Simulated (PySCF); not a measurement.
PySCF input file for silyl(silyloxy)silane (H8OSi3), SMILES [SiH3][SiH2]O[SiH3], PBE-D3(BJ)/def2-SVP. Geometry optimised at PBE-D3(BJ)/def2-SVP. The values are those of a single conformer.

```python
import numpy as np
from pyscf import gto, scf, dft, df
from pyscf.hessian import thermo

mol = gto.M(
    atom='''
    Si    1.73096715    1.13874636    0.58401142
    O     1.21359590   -0.35457727    0.02972005
    Si   -0.14013281   -1.07561627   -0.65860220
    Si   -2.12429224    0.00261151    0.02922746
    H     2.30322945    1.95116302   -0.54554803
    H     2.78744484    0.91417422    1.62508562
    H     0.57430059    1.89333033    1.18908860
    H    -0.03795221   -1.02789397   -2.16240244
    H    -0.15952858   -2.51845902   -0.23471156
    H    -2.15631795    1.42892269   -0.45328725
    H    -3.30875236   -0.72648916   -0.55107790
    H    -2.24278020    0.00148786    1.53017885
    ''',
    basis='def2-SVP',
    charge=0,
    spin=0,
    max_memory=1600,
    verbose=3,
)
mf = dft.RKS(mol, xc='pbe').density_fit(auxbasis='def2-universal-jkfit')
mf.disp = 'd3bj'
mf.grids.level = 3
mf.conv_tol = 1e-11
mf.max_cycle = 100
mf.kernel()

# analytic Hessian; the response equations are solved on a coarser grid
h, args, fine = mf.Hessian(), (mf.mo_energy, mf.mo_coeff, mf.mo_occ), mf.grids
h.max_memory = max(150, 2.5e-5 * df.make_auxmol(mol, mf.with_df.auxbasis).nao * mol.nelec[0] * (mol.nelec[0] + mol.nao))  # MB; small integral blocks
h1ao = h.make_h1(mf.mo_coeff, mf.mo_occ)
mf.grids = dft.Grids(mol).set(level=1).build(with_non0tab=True)
mo1, mo_e1 = h.solve_mo1(*args, h1ao)
mf.grids = fine
hess = h.hess_elec(*args, mo1, mo_e1, h1ao) + h.hess_nuc()
if mf.do_disp():
    hess += h.get_dispersion()
for i in range(mol.natm):  # the analytic DFT Hessian lacks the response of the grid: restore translational invariance
    hess[i, i] -= hess[i].sum(axis=0)
hess = (hess + hess.transpose(1, 0, 3, 2)) / 2
vib = thermo.harmonic_analysis(mol, hess, imaginary_freq=False)
thermo.dump_normal_mode(mol, vib)
th = thermo.thermo(mf, vib['freq_au'][vib['freq_au'] > 0], 298.15, 101325)
thermo.dump_thermo(mol, th)
g0 = mf.nuc_grad_method().set(verbose=0).kernel()

# dipole derivatives [dipole axis, atom, xyz] from the same response
r, irp = mol.intor('int1e_r'), mol.intor('int1e_irp').reshape(3, 3, mol.nao, mol.nao)
sl, dm0, ok = mol.aoslice_by_atom(), np.array(mf.make_rdm1()), []
dmu = np.einsum('a,xt->xat', mol.atom_charges(), np.eye(3))
for a, (_, _, p0, p1) in enumerate(sl):
    dmu[:, a] += 2 * np.einsum('xtij,ij->xt', irp[:, :, :, p0:p1], dm0.reshape(-1, mol.nao, mol.nao).sum(0)[:, p0:p1])
    for u, c, occ, f in [(mo1, mf.mo_coeff, mf.mo_occ, 4)]:
        dmu[:, a] -= f * np.einsum('tui,xuv,vi->xt', u[a], r, c[:, occ > 0], optimize=True)
L = vib['norm_mode']
ir = 974.8801 * (np.einsum('xat,kat->kx', dmu, L) ** 2).sum(1)       # km/mol
apt = np.einsum('xax->a', dmu) / 3
print('mode   freq/cm-1   IR/(km/mol)')
for k, w in enumerate(vib['freq_wavenumber']):
    print(f'{k + 1:4d} {w:11.2f} {ir[k]:13.3f}')
print('max |gradient| / (hartree/bohr):', abs(g0).max())
print('APT charges:', apt.round(4))
```

Output:

```
converged SCF energy = -947.685831406277

WARN: DFTD3 does not support analytical Hessian, using finite difference


WARN: Mole.unit (angstrom) is changed to Bohr

Mode                                 0                   1                   2
Irrep
Freq [cm^-1]                       28.8840             55.6928             79.1647
Reduced mass [au]                   2.7711              1.2351              3.0643
Force const [Dyne/A]                0.0014              0.0023              0.0113
Char temp [K]                      41.5576             80.1295            113.9003
Normal mode                   x     y     z       x     y     z       x     y     z
       0  Si                -0.05 -0.01  0.04    0.05  0.00  0.00    0.09  0.00  0.03
       1   O                 0.04  0.04 -0.15   -0.02  0.03  0.00   -0.02  0.08 -0.07
       2  Si                -0.00 -0.04  0.02   -0.01  0.02 -0.01   -0.02 -0.01  0.04
       3  Si                 0.03  0.03  0.01   -0.03 -0.04  0.01   -0.06 -0.04 -0.04
       4   H                 0.09  0.08  0.18    0.51 -0.22  0.08   -0.03  0.11  0.05
       5   H                -0.19 -0.07  0.17   -0.29 -0.05  0.34    0.22 -0.14 -0.13
       6   H                -0.14 -0.07 -0.05   -0.00  0.25 -0.42    0.19 -0.03  0.26
       7   H                -0.09 -0.21  0.01   -0.01  0.04 -0.01   -0.06 -0.13  0.04
       8   H                 0.01  0.00  0.18    0.01  0.02 -0.03    0.03  0.03  0.16
       9   H                 0.00 -0.02 -0.15   -0.14 -0.06 -0.05   -0.06 -0.04 -0.04
      10   H                 0.01 -0.04  0.15   -0.02 -0.13  0.08   -0.02 -0.06 -0.10
      11   H                 0.11  0.20  0.01    0.02  0.02  0.01   -0.15 -0.03 -0.04
Mode                                 3                   4                   5
Irrep
Freq [cm^-1]                      121.9094            170.5926            336.5029
Reduced mass [au]                   1.0773              3.6576              1.0481
Force const [Dyne/A]                0.0094              0.0627              0.0699
Char temp [K]                     175.4004            245.4448            484.1527
Normal mode                   x     y     z       x     y     z       x     y     z
       0  Si                -0.01  0.01 -0.01    0.01  0.02  0.02   -0.00 -0.00  0.00
       1   O                 0.01  0.01 -0.04   -0.14  0.08  0.03   -0.00 -0.01  0.02
       2  Si                -0.00 -0.02  0.02   -0.01 -0.07 -0.05    0.00  0.02 -0.02
       3  Si                 0.01  0.00  0.01    0.06 -0.00  0.00    0.00  0.01 -0.02
       4   H                 0.13 -0.03  0.03    0.05 -0.03 -0.01   -0.02 -0.00 -0.01
       5   H                -0.12  0.00  0.10    0.04 -0.08 -0.03    0.02  0.01 -0.02
       6   H                -0.05  0.05 -0.13    0.12  0.14  0.08    0.00 -0.01  0.01
       7   H                -0.03 -0.07  0.02    0.06 -0.09 -0.04    0.26 -0.40 -0.01
       8   H                 0.01 -0.01  0.07    0.07 -0.06 -0.02   -0.28  0.13  0.37
       9   H                 0.27  0.15  0.43    0.21  0.01  0.02   -0.37  0.10  0.30
      10   H                 0.02  0.33 -0.43   -0.11  0.17  0.13    0.01 -0.12  0.13
      11   H                -0.27 -0.44 -0.01    0.23  0.02  0.02    0.33 -0.34  0.01
Mode                                 6                   7                   8
Irrep
Freq [cm^-1]                      395.4129            493.4676            585.2970
Reduced mass [au]                   3.8238              1.5088              1.7738
Force const [Dyne/A]                0.3522              0.2165              0.3580
Char temp [K]                     568.9112            709.9900            842.1121
Normal mode                   x     y     z       x     y     z       x     y     z
       0  Si                 0.01  0.02  0.01   -0.00  0.00  0.00   -0.03 -0.06 -0.02
       1   O                 0.05 -0.01  0.01   -0.04  0.02  0.01   -0.04  0.03  0.01
       2  Si                 0.07 -0.06 -0.04    0.04 -0.05 -0.04    0.06  0.07 -0.02
       3  Si                -0.11  0.04  0.02    0.00  0.06  0.04   -0.01 -0.03  0.03
       4   H                 0.00  0.03  0.01    0.00 -0.01 -0.01   -0.01 -0.10 -0.04
       5   H                 0.01  0.05  0.02    0.01 -0.03 -0.02   -0.03 -0.14 -0.05
       6   H                -0.01 -0.01 -0.01    0.03  0.04  0.02    0.02  0.00 -0.00
       7   H                 0.15 -0.06 -0.03   -0.01 -0.06 -0.04    0.19 -0.29 -0.01
       8   H                 0.14 -0.06 -0.03    0.01 -0.05 -0.03    0.02  0.17  0.35
       9   H                 0.04  0.06  0.07   -0.38  0.01 -0.05    0.26 -0.08 -0.18
      10   H                -0.29  0.23  0.16    0.37 -0.34 -0.24   -0.03  0.12 -0.11
      11   H                 0.06  0.06  0.04   -0.42  0.00  0.01   -0.22  0.24  0.01
Mode                                 9                  10                  11
Irrep
Freq [cm^-1]                      593.3685            696.5698            705.9333
[...]
Freq [cm^-1]                      913.8842            918.3085            965.1243
Reduced mass [au]                   1.0581              1.0534              1.1733
Force const [Dyne/A]                0.5207              0.5234              0.6439
Char temp [K]                    1314.8759           1321.2415           1388.5989
Normal mode                   x     y     z       x     y     z       x     y     z
       0  Si                 0.02  0.00  0.01   -0.03  0.02  0.00    0.02  0.06  0.02
       1   O                -0.01 -0.00 -0.00   -0.00 -0.01 -0.00   -0.01 -0.03 -0.01
       2  Si                 0.01  0.02  0.02    0.00  0.02  0.01   -0.02 -0.01 -0.01
       3  Si                 0.01  0.01  0.01    0.01  0.01  0.00   -0.00  0.00  0.00
       4   H                -0.40  0.06 -0.16    0.56 -0.28  0.08   -0.10 -0.37 -0.34
       5   H                -0.17 -0.24  0.14    0.28  0.09 -0.28   -0.06 -0.47 -0.01
       6   H                -0.04  0.07 -0.18   -0.12 -0.29  0.16   -0.30 -0.38 -0.06
       7   H                -0.04 -0.46 -0.01    0.01 -0.30 -0.00    0.16  0.17  0.01
       8   H                -0.02 -0.13 -0.46    0.03 -0.08 -0.29    0.15  0.04  0.18
       9   H                -0.08 -0.08 -0.24   -0.05 -0.05 -0.16    0.04  0.01  0.02
      10   H                -0.10  0.13  0.07   -0.07  0.07  0.07    0.05 -0.06 -0.03
      11   H                -0.08 -0.24 -0.00   -0.07 -0.18 -0.00    0.02  0.02  0.00
Mode                                21                  22                  23
Irrep
Freq [cm^-1]                     1048.3445           2138.3149           2145.5226
Reduced mass [au]                   6.7568              1.0357              1.0265
Force const [Dyne/A]                4.3752              2.7900              2.7841
Char temp [K]                    1508.3344           3076.5590           3086.9293
Normal mode                   x     y     z       x     y     z       x     y     z
       0  Si                -0.02 -0.04 -0.02    0.00 -0.00  0.00   -0.01  0.01  0.01
       1   O                 0.13  0.15  0.09   -0.00 -0.00 -0.00    0.00  0.00  0.00
       2  Si                -0.04 -0.03 -0.02    0.00 -0.00 -0.03   -0.00 -0.00  0.01
       3  Si                 0.00 -0.00 -0.00    0.01 -0.00  0.00    0.01 -0.01 -0.00
       4   H                -0.01 -0.12 -0.08    0.04  0.05 -0.08   -0.04 -0.05  0.07
       5   H                -0.02 -0.17 -0.03    0.02 -0.01  0.02   -0.04  0.01 -0.03
       6   H                -0.06 -0.10 -0.01   -0.07  0.04  0.03    0.48 -0.31 -0.25
       7   H                -0.09 -0.03 -0.02   -0.06 -0.04  0.90    0.02  0.00 -0.18
       8   H                -0.11 -0.03 -0.05    0.01  0.12 -0.05    0.00  0.02 -0.00
       9   H                -0.03  0.00  0.03    0.00  0.19 -0.06   -0.00  0.40 -0.14
      10   H                -0.02  0.03  0.01   -0.22 -0.14 -0.11   -0.34 -0.22 -0.18
      11   H                -0.02  0.03 -0.01    0.00 -0.00  0.05   -0.02 -0.01  0.40
Mode                                24                  25                  26
Irrep
Freq [cm^-1]                     2149.2418           2159.5181           2162.9086
Reduced mass [au]                   1.0354              1.0454              1.0464
Force const [Dyne/A]                2.8178              2.8724              2.8841
Char temp [K]                    3092.2804           3107.0657           3111.9439
Normal mode                   x     y     z       x     y     z       x     y     z
       0  Si                 0.02 -0.01 -0.01    0.01 -0.00 -0.01    0.01  0.01 -0.01
       1   O                -0.00 -0.00 -0.00    0.00  0.00  0.00    0.00  0.00  0.00
       2  Si                -0.00 -0.01  0.01    0.00  0.02 -0.01    0.00  0.01 -0.00
       3  Si                 0.01  0.00 -0.00   -0.01 -0.03  0.01    0.01  0.02  0.03
       4   H                 0.01 -0.01  0.01   -0.03 -0.05  0.08   -0.15 -0.22  0.30
       5   H                 0.03 -0.00  0.02   -0.00  0.00 -0.01   -0.04  0.01 -0.05
       6   H                -0.54  0.36  0.29   -0.17  0.11  0.09    0.04 -0.02 -0.02
       7   H                 0.02  0.01 -0.28   -0.01  0.01  0.01   -0.00  0.01 -0.00
       8   H                -0.00  0.15 -0.04   -0.01 -0.58  0.17   -0.00 -0.33  0.10
       9   H                 0.01  0.13 -0.05   -0.02  0.64 -0.21    0.01 -0.17  0.07
      10   H                -0.39 -0.24 -0.20    0.21  0.12  0.11   -0.43 -0.26 -0.20
      11   H                -0.01  0.00  0.29    0.00 -0.01 -0.05    0.05  0.01 -0.58
Mode                                27                  28                  29
Irrep
Freq [cm^-1]                     2166.4032           2168.4874           2190.0331
Reduced mass [au]                   1.0424              1.0501              1.0435
Force const [Dyne/A]                2.8826              2.9093              2.9488
Char temp [K]                    3116.9719           3119.9705           3150.9700
Normal mode                   x     y     z       x     y     z       x     y     z
       0  Si                 0.01  0.02 -0.02    0.00  0.00 -0.00    0.02 -0.01  0.02
       1   O                 0.00  0.00  0.00    0.00  0.00  0.00    0.00  0.00  0.00
       2  Si                -0.00 -0.01 -0.00    0.00  0.02 -0.01   -0.00 -0.00  0.00
       3  Si                -0.01 -0.01 -0.01    0.00  0.02 -0.03   -0.00 -0.00  0.00
       4   H                -0.33 -0.47  0.65   -0.03 -0.05  0.07    0.03  0.02 -0.03
       5   H                -0.00  0.00 -0.02   -0.05  0.01 -0.05   -0.68  0.15 -0.67
       6   H                -0.05  0.03  0.02   -0.02  0.01  0.01   -0.04  0.02  0.03
       7   H                -0.00 -0.01  0.11   -0.02  0.00  0.15    0.00  0.00  0.01
       8   H                 0.01  0.29 -0.09   -0.00 -0.55  0.16    0.00  0.07 -0.02
       9   H                -0.00  0.04 -0.02    0.01 -0.46  0.15   -0.00  0.02 -0.01
      10   H                 0.20  0.12  0.09   -0.02 -0.01 -0.02    0.02  0.01  0.01
      11   H                -0.01 -0.00  0.17   -0.05  0.01  0.59    0.00 -0.00 -0.02
temperature 298.1500 [K]
pressure 101325.00 [Pa]
Rotational constants [GHz] 5.21754 1.65540 1.32109
Symmetry number 1
Zero-point energy (ZPE) 0.06941 [Eh]   182231.315 [J/mol]
                           tot       elec      trans        rot        vib
Entropy [J/mol/K]       391.487      0.000    167.177    116.041    108.270
Cv [J/mol/K]            121.591      0.000     12.472     12.472     96.648
Cp [J/mol/K]            129.905      0.000     20.786     12.472     96.648
Internal energy [J/mol]                      3718.434   3718.434 197567.887
Internal energy [Eh]   -947.60775  -947.68583
Enthalpy [J/mol]                             6197.391   3718.434 197567.887
Enthalpy [Eh]          -947.60681
Gibbs free energy [J/mol]                  -43646.306 -30879.271 165287.322
Gibbs free energy [Eh] -947.65126
mode   freq/cm-1   IR/(km/mol)
   1       28.88         1.095
   2       55.69         0.141
   3       79.16         0.620
   4      121.91         0.083
   5      170.59         5.819
   6      336.50        16.227
   7      395.41         3.140
   8      493.47        18.062
   9      585.30         0.553
  10      593.37         2.314
  11      696.57        29.282
  12      705.93        20.093
  13      720.42        26.853
  14      789.82       498.282
  15      862.08        54.643
  16      897.98        25.583
  17      898.89        15.263
  18      908.62        60.817
  19      913.88       218.476
  20      918.31       113.226
  21      965.12       198.818
  22     1048.34       303.369
  23     2138.31        99.046
  24     2145.52        17.510
  25     2149.24        94.054
  26     2159.52         2.850
  27     2162.91       138.975
  28     2166.40        95.387
  29     2168.49       172.987
  30     2190.03       123.483
max |gradient| / (hartree/bohr): 5.134706161028364e-05
APT charges: [ 1.3879 -1.2216  1.23    0.5657 -0.2697 -0.2563 -0.2646 -0.2813 -0.2686
 -0.2084 -0.2065 -0.2065]
```

Self-consistency was reached.
